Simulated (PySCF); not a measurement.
## Indirect couplings

Cartesian coordinates in Å; atom numbers follow the order of the lines, from 1:
```xyz
12

B    -0.2126   -1.0716   -0.1982
F    -1.4838   -1.5569   -0.1440
F     0.7588   -1.9729   -0.5148
N     0.1530   -0.2492    1.1215
B     0.2272    1.0590    0.2076
F    -0.7534    1.9496    0.5228
F     1.4943    1.5559    0.1566
N    -0.1286    0.2345   -1.1141
H    -0.5819   -0.2343    1.8267
H     1.0378   -0.5111    1.5526
H     0.6134    0.2167   -1.8113
H    -1.0086    0.4976   -1.5544
```

Couplings: B3LYP/pcJ-1 (spin–dipole term only in couplings to heteroatoms) in PySCF, geometry PBE0-D3(BJ)/def2-SVP; gas phase, one conformer, non-relativistic. Couplings are averaged over pairs made equivalent by symmetry, fast rotation or ring inversion, so a value needn't be that of the named pair in this geometry, while other rotamers aren't included; one pair stands for each set, and the list holds those of at least 1.5 Hz over up to four bonds.

Isotopes: $^{11}$B, $^{19}$F, $^{15}$N, $^{1}$H.

```csv
pair,bonds,J (Hz)
"B1, F2",1,?
"B1, N4",1,?
"N4, H9",1,?
"B1, B5",2,-6.6
"B1, H9",2,-3.0
"F2, F3",2,-6.6
"F2, N4",2,-11.2
"N4, N8",2,9.4
"H9, H10",2,-11.6
"B1, F6",3,1.5
"F2, H9",3,3.5
"N4, H11",3,?
"F2, F6",4,7.5
```

Estimate the withheld couplings, with signs.

## Answers


- $^{1}J$(B1,F2) = -90.8 Hz (bond length 1.362 Å)
- $^{1}J$(B1,N4) = -13.3 Hz (bond length 1.597 Å)
- $^{1}J$(N4,H9) = -75.2 Hz (bond length 1.019 Å)
- $^{3}J$(N4,H11) = -1.5 Hz
